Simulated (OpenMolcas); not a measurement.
V2+.

| Property | Result |
| --- | --- |
| Program | OpenMolcas |
| Method | CASSCF |
| Basis | ANO-RCC-VTZP [6s5p3d2f1g] |
| Scalar Hamiltonian | DKH2, point nucleus |
| Active space | 3 electrons in 10 orbitals (3d 4d) |
| State averaging | 2S+1 = 4 even, 10 roots; 2S+1 = 2 even, 40 roots |
| Spin-orbit coupling | state interaction with AMFI integrals over the reference wave functions, term energies averaged over their components |

Levels without dynamic correlation, in cm⁻¹ above 3d³ ⁴F_3/2:

```
        Level      E
   3d³ ⁴P_1/2  14340
   3d³ ²G_7/2  14310
   3d³ ²H_9/2  18949
   3d³ ²P_1/2  19060
3d³ ²D_3/2(1)  20494
   3d³ ²F_7/2  32962
```

On this reference, MS-CASPT2, IPEA 0.25 Eh, imaginary shift 0.1 Eh (closed shells correlated: 3s 3p) puts 3d³ ⁴P_1/2 at 11890 cm⁻¹.

Task: Estimate the other levels at that method by one scale factor, and say how well it serves.

Result: The factor is 11890 / 14340 = 0.829. Scaled values beside those that MS-CASPT2 gives and measured ones (Sugar and Corliss, J. Phys. Chem. Ref. Data 7, 1191 (1978)):
| Level | Scaled | MS-CASPT2 | Miss (%) | Measured |
| --- | --- | --- | --- | --- |
| 3d³ ²G_7/2 | 11863 | 12140 | -2.3 | 11966 |
| 3d³ ²H_9/2 | 15709 | 17250 | -8.9 | 16811 |
| 3d³ ²P_1/2 | 15801 | 15660 | +0.9 | 15580 |
| 3d³ ²D_3/2(1) | 16990 | 16800 | +1.1 | 16330 |
| 3d³ ²F_7/2 | 27325 | 28490 | -4.1 | 27728 |
For these levels the scaled values miss MS-CASPT2 by up to 8.9 %, as correlation changes each term by its own factor, spin-orbit parts do not scale and CASPT2 has its own spread within terms. This holds within one configuration; levels of others move differently, and the target method has errors of its own against measurement.

Term energies are means over components that CASPT2 splits; among the terms shown or strongly mixed into the levels shown the widest spread is 830 cm-1 (3d³ ⁴F, MS-CASPT2). Active for correlation alone: 4d; no level in the range computed is led by a configuration that fills it, so any true level of that kind is missing. Without dynamic correlation excited terms often stand tens of per cent too high (terms of higher spin than the ground term too low), and those without a measured partner can miss by more than the paired ones (holds for CASSCF). The CASPT2 spread within a term exceeds the gap to the next term for 3d³ ⁴P and 3d³ ²G, so the order of their levels is uncertain (holds for MS-CASPT2). Computed and measured levels are paired by configuration, term and J; levels that our copy of the source lacks, or whose pairing is in doubt (as where it misses far off the trend of its configuration), stay unpaired and out of the deviations. Only configurations of the active space appear.

A number in round brackets counts repeated terms of one configuration in the order of the reference energies.
